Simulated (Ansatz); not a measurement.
System: GeBrF$_{2}$, charge 0, multiplicity 2. SMILES: [Ge]([Br])([F])[F]
Coordinates optimised at B3LYP-D3(BJ)/def2-TZVP (Ansatz, a quantum-chemistry and plane-wave program):
```xyz
4

F     -1.5540    -1.3623    -0.3215
Ge    -0.7557    -0.0036     0.4192
F     -1.5510     1.3722    -0.2930
Br     1.4893     0.0007    -0.2253
```
Charge 0, spin multiplicity 2.

Wanted: atomisation energy, in kcal/mol. Terms: atomisation electronic, to ground-state atoms; no spin-orbit coupling; dispersion terms only where a functional's name holds one; open shells spin-unrestricted; non-relativistic; six Cartesian d functions in 6-31G* and its kin unless marked 5d. Ab initio and DFT rows: single points at B3LYP-D3(BJ) geometries (Ansatz).

```json
[
 {"species": "[F][Ge]([F])[Br]", "coefficient": "-1", "E at PBE/6-31G* (Ansatz), Eh": "-4849.46149", "E at PBE0/def2-TZVPD (Ansatz), Eh": "-4850.27842"},
 {"species": "Br atom", "coefficient": "+1", "E at PBE/6-31G* (Ansatz), Eh": "-2573.42245", "E at PBE0/def2-TZVPD (Ansatz), Eh": "-2573.81224"},
 {"species": "F atom", "coefficient": "+2", "E at PBE/6-31G* (Ansatz), Eh": "-99.61359", "E at PBE0/def2-TZVPD (Ansatz), Eh": "-99.67703"},
 {"species": "Ge atom", "coefficient": "+1", "E at PBE/6-31G* (Ansatz), Eh": "-2076.33108", "E at PBE0/def2-TZVPD (Ansatz), Eh": "-2076.65536"}
]
```

 1 Eh = 627.5095 kcal/mol.

Task: Work the quantity out at each level.

Result: 
- PBE/6-31G*: the sum of coefficient times E is 0.48078 Eh, or 301.69 kcal/mol. Result: 301.7 kcal/mol.
- PBE0/def2-TZVPD: the sum of coefficient times E is 0.45676 Eh, or 286.62 kcal/mol. Result: 286.6 kcal/mol.
